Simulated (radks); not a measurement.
Task: The mean radii <r> (bohr) of the occupied orbitals of an atom or ion are listed with their occupations. Method: scalar-relativistic Kohn-Sham, PBE, spin-polarised, spherical densities, finite nucleus; Fermi nuclear charge, rms radius of each element as measured or else 0.836 A^(1/3) + 0.57 fm; computed with a radial shooting solver on a logarithmic mesh with Libxc functionals.

| orbital | occ. | <r> |
|---|---|---|
| 1s down | 1 | 0.01744 |
| 1s up | 1 | 0.01744 |
| 2s up | 1 | 0.07362 |
| 2s down | 1 | 0.07362 |
| 2p up | 3 | 0.06624 |
| 2p down | 3 | 0.06624 |
| 3s up | 1 | 0.1905 |
| 3s down | 1 | 0.1905 |
| 3p up | 3 | 0.1913 |
| 3p down | 3 | 0.1913 |
| 3d up | 5 | 0.1733 |
| 3d down | 5 | 0.1733 |
| 4s up | 1 | 0.4233 |
| 4s down | 1 | 0.4234 |
| 4p up | 3 | 0.4505 |
| 4p down | 3 | 0.4505 |
| 4d up | 5 | 0.4785 |
| 4d down | 5 | 0.4782 |
| 5s up | 1 | 0.9756 |
| 5s down | 1 | 0.9678 |
| 4f up | 7 | 0.5356 |
| 4f down | 7 | 0.5322 |
| 5p up | 3 | 1.119 |
| 5p down | 3 | 1.110 |
| 5d up | 5 | 1.476 |

Name the element and its charge. Open shells, if any, are filled with parallel spins first.

Result: Z = 77, iridium, charge +4: Ir4+ in [Xe] 4f14 5d5. The 1s radius gives Z: for a bare nucleus <r> = (2 gamma + 1)/(2Z) with gamma = sqrt(1 - (Z/c)^2), 0.01724 bohr for Z = 77, and screening makes it slightly larger (0.01744 here). The occupations add up to 73, and the charge is Z minus that.
